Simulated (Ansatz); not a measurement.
Wavefunction ladder for C₃H₁₀OSn (`CC(C)[O][SnH3]`)

```xyz
15

C     0.410    1.062   -0.936
C    -0.100    0.461    0.362
C    -1.261    1.253    0.928
O    -0.547   -0.867    0.178
Sn    0.726   -2.319   -0.194
H     0.727    2.098   -0.792
H    -0.379    1.041   -1.693
H     1.269    0.506   -1.326
H     0.722    0.480    1.098
H    -1.610    0.800    1.857
H    -2.091    1.258    0.217
H    -0.968    2.286    1.131
H    -0.114   -3.717    0.286
H     1.097   -2.337   -1.861
H     2.119   -2.005    0.746
```

Charge 0, multiplicity 1. Correlated methods include outer-core shells of Sn, which these sets cover unevenly. Sn takes the def2 core potential. The geometry is a stationary point of PBE0-D4/def2-TZVP. It is one conformer, not always the lowest. Frozen core, restricted reference, Ansatz 0.2.0.

```
     basis     HF (Eh)  MP2 corr.  CCSD corr.  (T)  CCSD(T) total
  def2-SVP  -407.46767          ?    -0.80668    ?              ?
def2-TZVPP  -407.70268          ?           –    –              –
def2-QZVPP           ?   -1.37088           –    –              –
```

(1) Fill in the withheld values. (Estimate.)

Answers

(1) Ansatz gave: def2-SVP MP2 corr.: -0.74122; def2-SVP (T): -0.02260; def2-SVP CCSD(T) total: -408.29695; def2-TZVPP MP2 corr.: -1.10599; def2-QZVPP HF (Eh): -407.71442.
